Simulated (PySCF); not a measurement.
Start geometry of `ClC(Cl)(Cl)[SiH2][GeH2][GeH3]` from GFN2-xTB (Å):
```
atom  x, y, z in Å
Cl1   -1.4688    0.2030    1.7987
C2    -1.8601    0.5621    0.0890
Cl3   -3.5949    0.9102   -0.0890
Cl4   -0.8868    1.9953   -0.3976
Si5   -1.2573   -0.9784   -0.9378
Ge6    0.9037   -1.1343   -0.0463
Ge7    2.0577    0.8915    0.4747
H8    -1.4065   -0.5689   -2.3289
H9    -2.2128   -2.0130   -0.5554
H10    1.7684   -1.9467   -0.9827
H11    0.8871   -2.0524    1.1683
H12    3.4728    0.6053    0.8917
H13    1.4399    1.6883    1.5967
H14    2.1506    1.8229   -0.6891
```

**Question.** What comes out of this run: PBE0-D3(BJ)/def2-SVP geometry optimisation, gas phase in PySCF?

**Answer.** 
```
atom  x, y, z in Å
Cl1   -1.7987    0.3575    1.8889
C2    -1.9978    0.6294    0.1368
Cl3   -3.7248    0.7810   -0.2586
Cl4   -1.1501    2.1283   -0.3332
Si5   -1.2277   -0.8628   -0.8084
Ge6    1.0014   -1.1905   -0.0321
Ge7    2.1950    0.8659    0.4347
H8    -1.3048   -0.5280   -2.2594
H9    -2.0979   -2.0356   -0.5046
H10    1.7582   -1.9819   -1.1193
H11    0.9444   -2.0632    1.2360
H12    3.6446    0.5097    0.8180
H13    1.5334    1.6092    1.6043
H14    2.2177    1.7662   -0.8108
```

The energy falls by 31.5 kJ/mol over 7 energy and gradient evaluations, the largest force component goes from 0.0208 to 4.3e-04 Eh/bohr, and the atoms move by 0.193 Å rms after alignment. The bond that changes most is Ge7–H14 (ends: germanium bonded to Ge and 3 H; Ge–H hydrogen), which lengthens by 0.043 Å. Bonds longer at the end by more than 0.005 Å: 9 of 13; shorter: 3. Among the angles that change most is C2–Si5–Ge6, from 97.9° to 108.7°. Among the dihedrals that turn most is H9–Si5–Ge6–H11, from -18° to -32°. Rotational constants go from 993.9, 419.7, 359.2 to 973.8, 370.3, 322.2 MHz. The orientation of the end geometry is arbitrary; only internal coordinates are fixed.

The run used 185 basis functions and 47 SCF cycles in all. Time: 5.6 min of wall time; peak memory 1.1 GiB. Hardware: one thread of an Arm Neoverse N1, shared host.

Stationary, but not proved a minimum. The numbers are those of one conformer.
